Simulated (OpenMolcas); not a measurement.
# Os3+: moving or changing the point charges

Os3+ among 6 point charges of -1.7 e arranged as an octahedron (Oh), 2.05 Å from the ion.
```
   2.0500    0.0000    0.0000  -1.70
   0.0000    2.0500    0.0000  -1.70
  -2.0500    0.0000    0.0000  -1.70
   0.0000   -2.0500    0.0000  -1.70
   0.0000    0.0000    2.0500  -1.70
   0.0000    0.0000   -2.0500  -1.70
```

```
Program             : OpenMolcas
Method              : CASSCF
Basis               : ANO-RCC-VDZP [7s6p4d2f1g]
Scalar Hamiltonian  : DKH2, point nucleus
Active space        : 5 electrons in 5 orbitals (5d)
State averaging     : 2S+1 = 6 even, 1 root; 2S+1 = 4 even, 24 roots; 2S+1 = 2 even, 75 roots
Spin-orbit coupling : RASSI with atomic mean-field integrals over the reference wave functions
```

Runs around this geometry, states (labels of O, the rotations of Oh). Energies in cm-1 above the lowest state or level, χT in cm3 K/mol; 10Dq and B are least-squares fits to the states below 45000 cm-1, weighted by degeneracy, with a free offset, and given where the rms deviation is under 5 % of |10Dq| (or 100 cm-1) and under 700 cm-1.

```
R (Å)  q (e)  Ground state   10Dq  B (rms of fit)  First gap with spin-orbit (degeneracies)  χT at 300 K  First state of another spin
 2.05  -0.85           6A1   5601       819 (100)                               70.2 (2, 4)        4.134                    4T1 21321
 1.85   -1.7           6A1  17271       816 (431)                               1872 (2, 4)        1.150                     2T2 7152
 2.05   -1.7           6A1  11064       823 (255)                              284.4 (2, 4)        3.668                    4T1 15878
 2.25   -1.7           6A1   7364       823 (155)                              112.9 (2, 4)        4.073                    4T1 19688
```

Taking |10Dq| as R^-n, n = -ln(7364 / 17271) / ln(2.25 / 1.85) = 4.4 between the shortest and longest distance. The point-charge formula for a cubic d site gives n = 5.

Scaling the charges by -0.85 / -1.7 = 0.50 scales |10Dq| by 5601 / 11064 = 0.51; with fixed orbitals a first-order splitting would follow the charge.

Without dynamic correlation the repulsion within the d shell is too large (B by tens of per cent), so at a given field states of lower spin stand too high. Point charges give a weaker field than real ligands, and real ions of this kind are as a rule low spin; the high spin found here belongs to the model. This field is weak: 10Dq is about 5601 cm-1, while octahedral complexes of 5d ions of charge 3 and more, computed by the same method with explicit ligands, had a median near 35000 cm-1. Ground spin and moment need not be those of a real site (figures for R = 2.05, q = -0.85; the like holds for R = 1.85, q = -1.7, R = 2.05, q = -1.7, R = 2.25, q = -1.7). Spin-orbit coupling mixes the spin-free states strongly: the lowest level takes only 37 % from its leading state, 6A1 (holds for R = 1.85, q = -1.7). This shell can be high or low spin here, a state of another spin lies low, and with metal d orbitals alone active their balance is uncertain, so the ground spin may be wrong (holds for R = 1.85, q = -1.7). Point charges carry no covalency, so the field is a model and not that of real ligands. No measured value stands beside these numbers.
